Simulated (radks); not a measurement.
The numbers below are computed, except where a source is named.
Problem. The mean radii <r> (bohr) of the occupied orbitals of an atom or ion are listed with their occupations. Level of theory: non-relativistic Kohn-Sham, r2SCAN, spin-polarised, spherical densities, point nucleus; meta-GGA in the generalised Kohn-Sham scheme (a radial shooting solver on a logarithmic mesh with Libxc functionals).

| orbital | occ. | <r> |
|---|---|---|
| 1s up | 1 | 0.08156 |
| 1s down | 1 | 0.08155 |
| 2s up | 1 | 0.3881 |
| 2s down | 1 | 0.3881 |
| 2p up | 3 | 0.3501 |
| 2p down | 3 | 0.3502 |
| 3s up | 1 | 1.205 |
| 3s down | 1 | 1.217 |
| 3p up | 3 | 1.289 |
| 3p down | 1 | 1.307 |
| 6f up | 1 | 15.50 |

Name the element and its charge. Open shells, if any, are filled with parallel spins first.

Solution. Z = 19, potassium, charge +2: K2+ in [Ne] 3s2 3p4 6f1. The 1s radius gives Z: for a bare nucleus <r> = 1.5/Z, 0.07895 bohr for Z = 19, and screening makes it slightly larger (0.08156 here). The occupations add up to 17, and the charge is Z minus that.
